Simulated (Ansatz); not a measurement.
CH6BSi, SMILES `C[B-][SiH3]` (excited singlet) (charge -1, multiplicity 1). This singlet is an excited state, 0.06 eV above the relaxed triplet at the level frozen-core CCSD(T)/aug-cc-pVDZ // B3LYP-D3(BJ)/def2-TZVPD (Ansatz, a program for electronic structure).

Method: r2SCAN/aug-cc-pVTZ // B3LYP-D3(BJ)/def2-TZVPD (Ansatz).

Ansatz 0.2 input:
```yaml
crystal:
  periodic: [false, false, false]
  atoms:
    - { symbol: C, position_ang: [-1.598803, -0.139747, -0.003805] }
    - { symbol: B, position_ang: [-0.293205, -1.002938, 0.275693] }
    - { symbol: Si, position_ang: [1.4532, 0.006507, 0.037486] }
    - { symbol: H, position_ang: [-2.554738, -0.657757, 0.11686] }
    - { symbol: H, position_ang: [-1.616823, 0.747122, 0.656177] }
    - { symbol: H, position_ang: [-1.571182, 0.27005, -1.030324] }
    - { symbol: H, position_ang: [1.590214, 1.486709, -0.377922] }
    - { symbol: H, position_ang: [2.326863, -0.67755, -0.976262] }
    - { symbol: H, position_ang: [2.264474, -0.032398, 1.3021] }
basis:
  gaussian: { orbitals: aug-cc-pVTZ }
hamiltonian:
  xc: r2scan
total_charge: -1
```

Output:

```
Functional definition: r2SCAN
1150 factors; their error is unknown
mean field evaluation 1: about -9680.4725 eV, gradient 4.2e1 eV
mean field evaluation 2: about -9659.3057 eV, gradient 7.5e1 eV
mean field evaluation 4: about -9685.3533 eV, gradient 4.3e0 eV
mean field evaluation 8: about -9685.4603 eV, gradient 2.1e-1 eV
mean field evaluation 16: about -9685.4354 eV, gradient 4.5e-4 eV
mean field -9685.43542898 eV, -355.9331869910 hartree, gradient 7.5e-5 eV, S^2 0.000000; 1 other end points of the search recorded, 0 dependent functions left out
reference -9685.43544988 eV, -355.9331877591 hartree; 16, 16 occupied and 264, 264 virtual orbitals, 1150 factors
Total energy: -9685.43544988 eV, -355.9331877591 hartree
```
